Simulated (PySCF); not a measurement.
## A search over the determinants of TlHg⁺

Unrestricted PBE0; Tl def2-SVP with ECP60, Hg def2-SVP with ECP60; scalar-relativistic core potentials (PySCF 2.14). Outer shells of the fragments: Tl+ 5d10 6s2; Hg 5d10 6s2.

Followed along the bond (rough minima from three points):

```csv
2Ms+1,unpaired,⟨S²⟩ at the start,R at minimum (Å),Te (eV)
1,none,0.00,3.29,0.00
3,σ ↑↑,2.00,none in the scan,≤ 4.07
```

Solutions found at the starting distance of 2.905 Å, counted from the lowest of them; the search is not exhaustive and high or unbound solutions are not listed, so other states can lie among these:

```
2Ms+1  unpaired   term  E (eV)  ⟨S²⟩  ⟨Lz²⟩  μ (D)
    1      none    ¹Σ⁺    0.00  0.00   0.00  -2.82
    3      σ ↑↑    ³Σ⁺    4.16  2.00   0.00  -0.70
    3  σ ↑, π ↑     ³Π    4.25  2.00   1.00   1.04
    1  σ ↑, π ↓  mixed    4.46  1.01   1.00   1.46
    3  σ ↑, π ↑     ³Π    9.66  2.00   1.00   0.23
    3  π ↑, δ ↑  mixed    9.77  2.00   4.62   0.44
    3  π ↑, δ ↑  mixed    9.80  2.00   5.00   0.54
    3      π ↑↑  mixed    9.85  2.00   2.00   0.62
```

A term symbol is given only where ⟨S²⟩ and ⟨Lz²⟩ are close to those of a pure state; real π, δ and φ orbitals otherwise mix terms. A positive dipole points towards Hg; it is taken about the centre of mass and depends on that origin.

Spin–orbit coupling is left out. Counting both spins, an empty level lies below a filled one in some of these solutions, because spin and occupation are held.
